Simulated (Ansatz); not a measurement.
Start from `C=NB(N)O` and change one atom or group to get `NB(O)O[SiH3]`.

Ansatz, PBE0-D4/def2-TZVP geometries, multiplicity 1. Each molecule was computed in one conformer, which needn't be the lowest.

| property | `C=NB(N)O` |
| --- | --- |
| size of the dipole moment (PBE/def2-TZVPP) / D | 2.57 |
| HOMO–LUMO gap (B3LYP/def2-TZVPP) / eV | 5.98 |
| LUMO energy (PBE/def2-TZVPP) / eV | -1.54 |
| HOMO energy (PBE0/def2-TZVPP) / eV | -6.85 |
| HOMO–LUMO gap (ωB97M-V/def2-TZVPP) / eV | 11.05 |
| HOMO energy (B3LYP/def2-TZVPP) / eV | -6.63 |

Give the same properties after the change, and the shifts. (An estimate is asked.)

The calculation gave: 
```
                                      property  `NB(O)O[SiH3]`  shift
size of the dipole moment (PBE/def2-TZVPP) / D            2.73   0.16
         HOMO–LUMO gap (B3LYP/def2-TZVPP) / eV            7.47   1.49
             LUMO energy (PBE/def2-TZVPP) / eV           -0.55   0.99
            HOMO energy (PBE0/def2-TZVPP) / eV           -7.75  -0.90
       HOMO–LUMO gap (ωB97M-V/def2-TZVPP) / eV           11.83   0.78
           HOMO energy (B3LYP/def2-TZVPP) / eV           -7.51  -0.88
```

With PBE0 the HOMO falls by 0.90 eV and the LUMO rises by 0.67 eV, so the gap widens by about 1.57 eV. PBE moves the HOMO by -0.86 eV and ωB97M-V by -0.95 eV. The zero-point energy changes by -1.3 kJ/mol with +3 modes. Dipoles are sizes alone; their direction can turn.

B3LYP here is the variant with VWN-RPA as its local correlation; programs differ in this.
